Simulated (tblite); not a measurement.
C₉H₁₀FN.
Numbering: `[N:1]#[C:2][C@@H:3]1/[CH:4]=[CH:5]\[CH2:6][C@@H:7]([F:8])/[CH:9]=[CH:10]\[CH2:11]1` (hydrogens: H12 on C3; H13 on C4; H14 on C5; H15, H16 on C6; H17 on C7; H18 on C9; H19 on C10; H20, H21 on C11)

Structure used (GFN2-xTB), in Å, numbered top down from 1:
```xyz
21
C9H10FN angstrom
N     -2.6149    1.6237   -1.7445
C     -2.2007    1.1241   -0.8031
C     -1.6346    0.4897    0.3656
C     -0.4760    1.3387    0.8458
C      0.7183    1.4219    0.2804
C      1.1577    0.6642   -0.9335
C      1.7204   -0.7284   -0.5783
F      3.0830   -0.6044   -0.3656
C      1.1214   -1.3645    0.6430
C     -0.1700   -1.4831    0.9053
C     -1.2653   -0.9803    0.0182
H     -2.4007    0.4844    1.1488
H     -0.6897    1.9371    1.7203
H      1.4654    2.0572    0.7348
H      0.3300    0.5571   -1.6341
H      1.9560    1.2112   -1.4386
H      1.6301   -1.3973   -1.4481
H      1.8576   -1.7413    1.3382
H     -0.4803   -1.9480    1.8302
H     -2.1587   -1.5956    0.1406
H     -0.9581   -1.0496   -1.0257
```

All values are computed: GFN2-xTB (tblite) harmonic vibrations without scaling, gas phase. Against measured fundamentals such values can be off by several per cent, at times by over 20. One conformer, not necessarily the lowest.

Harmonic wavenumbers (cm⁻¹): 43.9, 84.3, 129.4, 198.7, 222.3, 260.7, 269.5, 341.0, 391.5, 415.6, 451.7, 493.9, 527.0, 592.7, 648.4, 698.0, 757.6, 815.6, 843.8, 882.3, 906.2, 914.3, 923.6, 976.9, 998.6, 1015.9, 1047.9, 1069.5, 1082.4, 1124.0, 1157.8, 1186.0, 1213.1, 1230.4, 1247.7, 1265.3, 1277.4, 1281.7, 1298.3, 1308.2, 1349.1, 1357.6, 1466.9, 1496.6, 1718.2, 1727.1, 2402.2, 2859.5, 2929.4, 2984.2, 2994.7, 3002.2, 3006.8, 3065.3, 3070.5, 3081.4, 3090.3.

A = 2017, B = 808.3, C = 708.8 MHz; mass 151.080 u (most abundant isotopes); point group C1, symmetry number 1.

Zero-point energy?

Half the sum of the wavenumbers: 36598 cm⁻¹ = 437.81 kJ/mol.

Entropy at 298.15 K, 1 bar (ideal gas, RRHO, classical rotation)?

Translation 171.44, rotation 125.56, vibration 115.53: S = 412.5 J/(mol K).

And Cp and H(298.15 K) − H(0)?

Cp = 169.73 J/(mol K), of which vibrations give 136.47 (their classical limit is 57 R = 473.9); H(298.15 K) − H(0) = 28.93 kJ/mol without the zero-point energy, 19.02 from vibrations.

Blend soft modes into free rotors: weight 1/[1 + (100 cm⁻¹/ν̃)⁴] for the oscillator and the rest for a rotor with moment μB/(μ + B), μ = h/(8π²ν), B = 10⁻⁴⁴ kg m². What vibrational entropy results?

107.48 J/(mol K) in place of 115.53, which changes −T·S at 298.15 K by +2.40 kJ/mol.

Which modes carry the vibrational entropy at 298.15 K?

43.9 cm⁻¹: 21.23; 84.3 cm⁻¹: 15.85; 129.4 cm⁻¹: 12.36; 198.7 cm⁻¹: 8.98; 222.3 cm⁻¹: 8.12; 260.7 cm⁻¹: 6.93 J/(mol K); the other 51 give 42.06 together.

What must be added to the electronic energy to get the Gibbs energy at 298.15 K and 1 bar?

ZPE + [H(298.15 K) − H(0)] − T·S = 437.81 + 28.93 − 122.99 = 343.75 kJ/mol.

Hindered rotation and anharmonicity are outside this model. Other conformers, if any are populated, would add a mixing term that is left out. The structure is chiral; the term R ln 2 for an equal mix with its mirror image is left out.
